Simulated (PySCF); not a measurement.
A structure optimised at B3LYP-D3(BJ)/def2-SVP, used in a PySCF frequency run:

```xyz
6

B     -0.0658    -0.4341     0.0000
F     -1.2897    -0.9590     0.0000
Cl     0.0901     1.3378     0.0000
N      1.0592    -1.2547     0.0000
H      2.0035    -0.8928     0.0000
H      0.9856    -2.2652     0.0000
```

### Question
Write its SMILES, formula and point group.

### Answer
NB(F)Cl, BClFH₂N, Cs

### Question
What are its rotational constants (standard atomic weights)?

### Answer
9.7326, 4.5390, 3.0954 GHz
